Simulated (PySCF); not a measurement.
A calculated (LDA, PySCF 2.14, pcseg-2, no relativity, point nucleus) atom or ion has these occupied shells.

```
shell  electrons  orbital energy (eV)  rms radius, mean of both spins (bohr)
 1s α          1              -2068.6                                  0.121
 1s β          1              -2068.3                                  0.121
 2s α          1              -171.87                                  0.572
 2s β          1              -171.48                                  0.572
 2p α          3              -124.22                                  0.546
 2p β          3              -123.73                                  0.546
 3s α          1              -14.694                                   2.06
 3s β          1              -12.247                                   2.06
 3p α          3               -6.290                                   2.55
```

(1) Name the element and its charge.

Answers

(1) P (phosphorus, neutral), in [Ne] 3s2 3p3, high-spin 4S determinant.
